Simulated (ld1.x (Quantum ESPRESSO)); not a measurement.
**Before and after: ultrasoft potential for aluminium**

ld1.x (Quantum ESPRESSO) 7.5 input, shortened:

```
&input
   title='Al', zed=13., rel=1, dft='PBE', iswitch=3,
   config='[Ne] 3s2 3p1 3d-2'
 /
 &inputp
   pseudotype=3, tm=.true., lloc=-1, rcloc=2.25,
   nlcc=.true., new_core_ps=.true., rcore=1.50,
   which_augfun='PSQ', rmatch_augfun_nc=.true.
 /
6
3S  1  0   2.00   0.00  1.45  1.85  0.0
3S  1  0   0.00   1.30  1.45  1.85  0.0
3P  2  1   1.00   0.00  1.75  2.40  0.0
3P  2  1   0.00   4.55  1.75  2.40  0.0
3D  3  2  -2.00   0.15  1.75  2.15  0.0
3D  3  2  -2.00   2.35  1.75  2.15  0.0
 &test
   configts(1)='3s2 3p1'
 /
```

All-electron outer shells of the reference configuration (PBE, scalar-relativistic, ld1.x):

```tsv
shell	level (eV)	outermost node (bohr)	outermost maximum (bohr)
2s	-108.17	0.16	0.50
2p	-69.64	–	0.43
3s	-7.75	0.80	2.09
3p	-2.71	0.82	2.64
```

Change: reference 3s1 3p0.

Cutoffs: the cutoffs (Ry, on a coarse ladder) from which the occupation-weighted sum of valence levels, in a spherical-Bessel basis at the reference potential, stays within 10 and 1 mRy of its value at 400 Ry; they do not see the model core or the augmentation charge, which bear on the density cutoff. Errors are all-electron minus pseudo energies relative to the spin-unpolarised reference configuration.

Q: What does the change do?

A: Both files are so soft that the ladder of cutoffs tells neither apart; the range in which the s phases agree widens (upper end 3.6 → at the end of the scan); neither file shows a bound ghost.

```tsv
quantity	base	changed
cutoff, loose	8 Ry	8 Ry
cutoff, tight	12 Ry	12 Ry
bound ghosts	none	none
largest error over its own tests, meV	-14	+15
s: phases at 2.60 bohr within 0.05 rad from the reference energy up to (Ry; the scan ends near 5)	3.6	to the end of the scan
p: phases at 2.60 bohr within 0.05 rad from the reference energy up to (Ry; the scan ends near 5)	to the end of the scan	to the end of the scan
d: phases at 2.60 bohr within 0.05 rad from the reference energy up to (Ry; the scan ends near 5)	4.5	to the end of the scan
lowest overlap eigenvalue by channel	s 0.47, p 0.77, d 0.97	s 0.48, p 0.81, d 1.00
```
